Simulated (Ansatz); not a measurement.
Abridged output of a molecular run in Ansatz:

```
Functional definition: HF
1925 factors; integrals over basis functions are off by at most 1.2e-3 eV
mean field evaluation 1: about -11523.9406 eV, gradient 4.9e1 eV
mean field evaluation 2: about -11524.2154 eV, gradient 4.9e1 eV
mean field evaluation 4: about -11529.4769 eV, gradient 4.7e0 eV
mean field evaluation 8: about -11529.5537 eV, gradient 3.6e-1 eV
mean field -11529.55412263 eV, -423.7032989941 hartree, gradient 3.1e-6 eV, S^2 0.000000; 0 other end points of the search recorded, 0 dependent functions left out
8 core orbitals not correlated: weight in the atoms' cores, before any rotation towards them, 1.000 or more for the frozen orbitals, at most 0.000 for the correlated occupied ones
reference -11529.55412263 eV, -423.7032989941 hartree; 21, 21 occupied and 271, 271 virtual orbitals, 1925 factors
second order -31.02697012 eV of doubles, -0.00000000 eV of singles
cycle   1  -31.03853189 eV  change   -1.2e-2 eV  update   1.3e-1
cycle   2  -31.80991715 eV  change   -7.7e-1 eV  update   3.8e-2
cycle   3  -31.98513460 eV  change   -1.8e-1 eV  update   2.1e-2
cycle   4  -31.97266878 eV  change    1.2e-2 eV  update   5.4e-3
cycle   5  -31.96897832 eV  change    3.7e-3 eV  update   2.8e-3
cycle   6  -31.97012266 eV  change   -1.1e-3 eV  update   1.0e-3
cycle   7  -31.96992838 eV  change    1.9e-4 eV  update   4.4e-4
cycle   8  -31.96980260 eV  change    1.3e-4 eV  update   1.4e-4
cycle   9  -31.96986076 eV  change   -5.8e-5 eV  update   4.7e-5
cycle  10  -31.96987942 eV  change   -1.9e-5 eV  update   1.8e-5
perturbative correction -1.14207239 eV, -0.0419703864 hartree
Total energy: -11562.66607444 eV, -424.9201407790 hartree
```

Its atoms:

Cartesian coordinates in Å:
```
C -1.4548 0.1173 1.6634
N -0.1197 -0.2816 1.2746
Sn 1.1031 0.8553 0.1658
O 1.5638 -0.2062 -1.4252
C 0.5303 -0.7754 -2.1856
H -1.5062 0.6209 2.6386
H -2.1297 -0.7459 1.6982
H -1.8682 0.8084 0.9240
H 0.3133 -0.9081 1.9347
H 0.1834 2.2105 -0.3208
H 2.6289 1.1319 0.8639
H -0.0702 -0.0163 -2.7086
H 0.9770 -1.4247 -2.9452
H -0.1509 -1.3860 -1.5779
```

Q: Which basis set was used?
A. def2-TZVPP
B. def2-SVP
C. def2-TZVPPD
D. cc-pV(Q+d)Z

A: A. It gives 300 functions.

Q: Write the keys of the input that set method, charge and spin (a neutral closed shell needs none for the last two).

A: 
```yaml
correlation: {method: ccsd_t}
```
